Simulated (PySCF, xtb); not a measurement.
Ge(H)(Br)2(Me) (CH4Br2Ge), SMILES [Br][GeH]([CH3])[Br].

Harmonic wavenumbers (cm⁻¹) from GFN2-xTB in xtb at its own minimum, in rising order: 87, 91, 124, 133, 258, 291, 552, 587, 623, 776, 797, 1309, 1432, 1433, 1774, 2995, 3020, 3024.

Q: What does B3LYP-D3(BJ)/def2-SVP (PySCF 2.14.0) give at its own minimum? (An estimate is asked for; the answer gives what the named calculation found.)

A: 95, 125, 144, 156, 282, 311, 603, 641, 690, 815, 855, 1254, 1424, 1429, 2146, 3046, 3154, 3164. Paired by order, the mean absolute difference is 65 cm⁻¹ and the zero-point energies are 27.6 and 29.1 kcal/mol.
